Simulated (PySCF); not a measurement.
(HBNH)3 ring, B3H6N3.
Bonds: B1–N3, B1–N9, N3–B4, B4–N6, N6–B7, B7–N9. Hydrogens: H2 on B1; H10 on N3; H5 on B4; H11 on N6; H8 on B7; H12 on N9.

Computed by this run: PySCF 2.14.0, PBE0-D3(BJ)/def2-SVP geometry optimisation, gas phase; density fitting, grid level 1; the optimiser is geomeTRIC in internal coordinates, started from a GFN2-xTB structure.

Step 0: E = -6590.6381 eV
```
atom  x, y, z in Å  |  force x, y, z in eV/Å
B1     -0.1548    0.8967   -1.1141    0.058  -0.329   0.402
H2     -0.2813    1.6292   -2.0244   -0.093   0.544  -0.679
N3     -1.1680    0.7496   -0.1346   -0.331   0.220  -0.038
B4     -1.0502   -0.1233    0.9754    0.381   0.043  -0.357
H5     -1.9081   -0.2241    1.7721   -0.639  -0.076   0.592
N6      0.1501   -0.8691    1.0801    0.045  -0.240   0.314
B7      1.2049   -0.7733    0.1388   -0.438   0.279  -0.049
H8      2.1892   -1.4053    0.2521    0.734  -0.473   0.084
N9      1.0180    0.1196   -0.9454    0.284   0.035  -0.265
H10    -2.0127    1.2918   -0.2319   -0.121   0.076  -0.015
H11     0.2585   -1.4981    1.8608    0.015  -0.090   0.111
H12     1.7543    0.2063   -1.6289    0.106   0.011  -0.100
```

Q: Estimate the geometry and energy of step 1. (The exact step hangs on the optimiser's Hessian estimate; all steps are aligned on step 0, rigid shifts and turns removed.)

A: E = -6590.6964 eV, largest force 0.072 eV/Å
```
atom  x, y, z in Å  |  force x, y, z in eV/Å
B1     -0.1549    0.9011   -1.1193   -0.028  -0.002   0.018
H2     -0.2908    1.6561   -2.0539    0.023   0.002  -0.022
N3     -1.1797    0.7578   -0.1358    0.063  -0.035   0.006
B4     -1.0537   -0.1244    0.9797   -0.010   0.018  -0.021
H5     -1.9402   -0.2253    1.7957    0.002  -0.019   0.023
N6      0.1536   -0.8781    1.0918   -0.026   0.046  -0.031
B7      1.2119   -0.7769    0.1390   -0.023  -0.005   0.020
H8      2.2222   -1.4301    0.2595    0.020   0.002  -0.019
N9      1.0294    0.1210   -0.9558   -0.026  -0.004   0.028
H10    -2.0275    1.3010   -0.2333    0.021  -0.014   0.002
H11     0.2623   -1.5096    1.8746   -0.002   0.014  -0.018
H12     1.7676    0.2075   -1.6422   -0.015  -0.003   0.014
```

The energy changes by -0.0583 eV. The first-order estimate −F·Δx gives -0.1218 eV and the mean of the old and new forces, exact on a quadratic surface, -0.0596 eV. The step makes an angle of 40° with the force vector and moves no atom by more than 0.042 Å.

The cost below is that of the whole optimisation. Time: 49 s wall, 44 s CPU; peak memory 0.45 GiB. Hardware: an Intel Xeon at 2.50 GHz with one thread, shared host with 64 logical CPUs at a one-minute load of 44.
